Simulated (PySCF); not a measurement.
Computed IR spectrum (relative IR intensity) of a molecule C2H3Cl3Si. Coordinates come from a PBE-D3(BJ)/def2-SVP optimisation. The values are those of a single conformer. Computed with PBE-D3(BJ)/def2-SVP (PySCF). Frequencies are harmonic and unscaled.

Lines under 2 % of the strongest are left out, and lines within 2 cm⁻¹ are merged.

```
ν (cm⁻¹)  relative intensity
--------  ------------------
212                      5.5
439                       10
602                       79
613                      100
719                       46
960                      9.2
969                      3.9
987                      7.4
1366                    10.0
1621                     4.0
3060                     3.2
```

Which structure fits?
A) Cl[SiH2]C=C(Cl)Cl
B) C=C[Si](Cl)(Cl)Cl
C) C=C(Cl)[SiH](Cl)Cl
D) Cl/C=C\[SiH](Cl)Cl

B, C=C[Si](Cl)(Cl)Cl
